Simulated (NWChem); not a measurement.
System: CH6ClGeN; SMILES C[NH][GeH2][Cl]

```xyz
10

C      1.1611     2.1246     0.2541
N      0.0789     1.5005    -0.4749
Ge    -0.6706    -0.0580     0.0622
Cl     0.7236    -1.7419    -0.0457
H      2.1529     1.6659     0.0789
H      0.9635     2.0693     1.3365
H      1.2337     3.1948    -0.0005
H      0.1658     1.6013    -1.4818
H     -1.8262    -0.3865    -0.8875
H     -1.0501     0.0712     1.5408
```
Atoms are numbered in this order, from 1.

Structure relaxed at the PBE0/def2-SVP level.

Task: List the 4 lowest vertical singlet excitations from PBE/6-31G* (spherical d), TDA (NWChem).

Result: 
| state | energy (eV) | oscillator strength | leading excitation (squared amplitude) |
|---|---|---|---|
| S1 | 5.72 | 0.080 | HOMO → LUMO (0.73) |
| S2 | 5.94 | 0.041 | HOMO → LUMO+1 (0.80) |
| S3 | 6.68 | 0.016 | HOMO−1 → LUMO (0.98) |
| S4 | 6.76 | 0.017 | HOMO → LUMO+2 (0.92) |
